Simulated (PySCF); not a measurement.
AuH6N2, SMILES [NH3]->[Au][NH3+], charge +1, multiplicity 1.

Geometry optimised at PBE0-D3(BJ)/def2-SVP. The spin state was assumed, not searched. The def2 effective core potentials stand for the cores of Au; spin–orbit coupling is left out.

These are PBE0-D3(BJ)/def2-SVP run with PySCF 2.14.0 values and carry that method's errors.

Frequencies are harmonic and unscaled.

Modes within 1.5 cm⁻¹ of each other (mostly degenerate sets) share a row, with their intensities summed.

| mode | ν (cm⁻¹) | IR (km/mol) | moving atoms (share of kinetic energy) |
|---|---|---|---|
| 1 | 29 | 0.0 | H 100 % |
| 2–3 | 164 | 75.3 | N 59 %, H 27 %, Au 14 % |
| 4 | 478 | 0.0 | N 82 %, H 18 % |
| 5 | 491 | 0.2 | N 69 %, H 16 %, Au 15 % |
| 6–7 | 725 | 0.0 | H 88 %, N 12 % |
| 8–9 | 786 | 125.8 | H 83 %, N 16 % |
| 10–11 | 1318 | 184.9 | H 85 %, N 15 % |
| 12–13 | 1625 | 0.2 | H 95 % |
| 14–15 | 1627 | 118.0 | H 95 % |
| 16 | 3474 | 115.5 | H 98 % |
| 17 | 3476 | 0.0 | H 98 % |
| 18–21 | 3582 | 400.1 | H 92 %, N 8 % |
